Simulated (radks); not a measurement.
Results of a calculation; reference values are marked as such.
Ionisation of Hg, [Hg], to Hg+, [Xe] 4f14 5d10 6s1, under several functionals. Dirac Kohn-Sham, spin-unpolarised, spherical densities, point nucleus; a radial shooting solver on a logarithmic mesh with Libxc functionals.

| functional | E(Hg) (hartree) | Exc (hartree) | IE (eV) | -e(HOMO) (eV) | <r> HOMO (bohr) | IE error (eV) |
|---|---|---|---|---|---|---|
| XLYP | -19664.2665 | -375.8413 | 10.733 | 6.825 | 2.715 | +0.296 |
| PBEsol | -19656.7616 | -368.2808 | 10.754 | 6.879 | 2.682 | +0.316 |
| revPBE | -19662.5514 | -374.1289 | 10.590 | 6.734 | 2.698 | +0.152 |
| OLYP | -19669.0192 | -380.8338 | 10.385 | 6.526 | 2.712 | -0.053 |
| PW91 | -19664.0005 | -375.5924 | 10.784 | 6.904 | 2.694 | +0.346 |
| AM05 | -19651.7980 | -363.2811 | 10.707 | 6.828 | 2.682 | +0.270 |
| BLYP | -19663.2021 | -374.7674 | 10.708 | 6.801 | 2.709 | +0.270 |
| exchange-only B88 | -19658.8491 | -370.3742 | 9.921 | 6.067 | 2.739 | -0.516 |
| LDA (Slater exchange, Perdew-Wang correlation) | -19651.3611 | -362.8333 | 11.053 | 7.139 | 2.679 | +0.615 |
| B86b exchange with PBE correlation | -19663.5479 | -375.1326 | 10.727 | 6.852 | 2.695 | +0.289 |

NIST Atomic Spectra Database: 10.438 eV (measured). Closest: OLYP. The Delta-SCF values span 1.13 eV, the total energies 17.66 hartree. The highest occupied level is 6s1/2. Spin polarisation and multiplet splitting are left out, so open shells lie too high by an amount that depends on their filling.

Beside tabulated values, note that spin-unpolarised runs miss the spin-polarisation part of the exchange energy of open shells.
